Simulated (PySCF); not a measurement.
**Correlation energy of S⁻ (sulfur, charge -1)**

[Ne] 3s2 3p5, 2P determinant. Computed with PySCF 2.14 in aug-cc-pVQZ-DK (7s6p4d3f2g, 84 functions), with scalar relativity by spin-free X2C-1e. Frozen: [Ne]; 7 electrons correlated.

MP2 pair energies summed by pair of shells (mhartree):

| pair | energy | share (%) |
| --- | --- | --- |
| 3p-3p | -100.45 | 59.1 |
| 3s-3p | -58.86 | 34.6 |
| 3s-3s | -10.68 | 6.3 |

Total MP2 correlation energy: -169.99 mhartree.

Same-spin part -37.63 and opposite-spin part -132.36 mhartree; SCS-MP2 scales them by 1/3 and 6/5 to -171.37 mhartree.
